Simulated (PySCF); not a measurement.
Si(F)4(OH2)2 (F₄H₄O₂Si), SMILES O->[Si](<-O)(F)(F)(F)F (connectivity only; charge and spin as stated), neutral, multiplicity 1. Geometry optimised at PBE-D3(BJ)/def2-SVP. One conformer was computed; it need not be the lowest.

Method: PBE-D3(BJ)/def2-SVP (PySCF 2.14.0).

Harmonic wavenumbers (cm⁻¹): 146, 148, 191, 219, 244, 264, 298, 304, 308, 333, 379, 395, 417, 635, 640, 686, 712, 712, 827, 911, 954, 1563, 1566, 3600, 3602, 3699, 3699. Rotational constants (GHz): 2.243, 2.082, 1.955; symmetry number 2.

Q: Work out the zero-point energy and the ideal-gas rigid-rotor harmonic-oscillator thermochemistry at 298.15 K and 1 atm.

A: ZPE = ½ Σ hcν = ½ × 27450 cm⁻¹ = 164.19 kJ/mol. H − E(el) = 191.75 kJ/mol. Entropy in J/(mol K): translation 170.39, rotation 111.21, vibration 98.40, total 379.99. G − E(el) = 78.46 kJ/mol. Cp = 150.61 J/(mol K). Modes under 150 cm⁻¹ make the vibrational entropy uncertain.
